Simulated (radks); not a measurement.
Values are calculated unless marked as measured or tabulated.
The cadmium ion Cd2+ inside a hard spherical wall (all orbitals vanish at R), configuration held at [Kr] 4d10 and not refilled when levels cross. Level of theory: scalar-relativistic Kohn-Sham, LDA (Slater exchange, VWN5 correlation), spin-unpolarised, spherical densities, finite nucleus; Fermi nuclear charge, rms radius 4.6087 fm (a radial shooting solver on a logarithmic mesh with Libxc functionals). Eigenvalues in eV, with the zero of energy where the potential of the charges vanishes at infinity; a dash marks a level that is unbound or too diffuse for the functional's potential to be trusted. A positive occupied level is held by the wall or, in an anion where self-interaction has pushed it up, behind a barrier. The pressure on the wall is -dE/dV.

\begin{tabular}{lrrrrrrrrr}
R (bohr) & E (hartree) & kinetic (hartree) & e(3d) & e(4s) & e(4p) & e(4d) & e(5s, empty) & e(5p, empty) & pressure (GPa) \\ \hline
free & -5588.50824 & 5813.426 & -412.89 & -124.86 & -86.031 & -30.716 & -21.652 & -14.720 & 0 \\
12 & -5588.50824 & 5813.426 & -412.89 & -124.86 & -86.031 & -30.716 & -21.652 & -14.720 & < 0.0001 \\
10 & -5588.50824 & 5813.426 & -412.89 & -124.86 & -86.031 & -30.716 & -21.652 & -14.719 & < 0.0001 \\
8 & -5588.50824 & 5813.426 & -412.89 & -124.86 & -86.031 & -30.716 & -21.650 & -14.705 & < 0.0001 \\
5 & -5588.50621 & 5813.450 & -412.80 & -124.77 & -85.947 & -30.638 & -21.252 & -13.553 & 0.487 \\
4 & -5588.48274 & 5813.652 & -412.10 & -124.17 & -85.365 & -30.076 & -19.312 & -10.087 & 9.32 \\
3.5 & -5588.41944 & 5814.101 & -410.77 & -123.05 & -84.295 & -29.005 & -16.117 & -5.310 & 42.3 \\
2.5 & -5587.36274 & 5819.910 & -398.83 & -113.90 & -75.454 & -19.235 & 11.135 & 29.348 & 1150 \\
2 & -5583.80088 & 5836.768 & -375.57 & -97.497 & -58.716 & 0.692 & 66.814 & 93.014 & 8240 \\
1.5 & -5565.13550 & 5910.734 & -307.12 & -45.146 & -1.959 & 67.439 & 251.94 & 289.42 & 83600 \\
\end{tabular}
